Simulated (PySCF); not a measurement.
**Ionising TlSn**

UHF-CCSD; Tl def2-SVP with ECP60, Sn def2-SVP with ECP28; scalar-relativistic core potentials (PySCF 2.14). Neutral (UHF): quartet (σ ↑, π ↑↑), Re = 2.941 Å, ωe = 124 cm⁻¹, De = 1.64 eV.

TlSn⁺ (UHF): triplet (σ ↑, π ↑), Re = 3.443 Å, ωe = 64.7 cm⁻¹. The energies at the minima are -385.04574 hartree for TlSn and -384.81571 for TlSn⁺.

(1) Work out the adiabatic ionisation energy, without and with harmonic zero-point energies (1 hartree = 27.2114 eV, 1 eV = 8065.5 cm⁻¹), and the change of the bond length.

Correlated steps freeze 8 core orbitals. Correlated levels converge slowly with the basis: in double zeta they bind strong bonds too weakly, by up to about 1 eV, and carry superposition errors of some tenths. These are scalar-relativistic numbers at best; spin–orbit coupling would shift them, the dissociation energy most. States were picked by a PBE0 search and need not be the measured ground states.

Answers

(1) At UHF-CCSD: 0.23003 hartree = 6.259 eV between the minima; the zero-point term (64.7 − 124.0)/2 cm⁻¹ = -0.004 eV makes it 6.256 eV. Re changes by +50.2 pm against the neutral. The electron leaves a π orbital, and the ion is left as a loose complex of an ion and an atom.
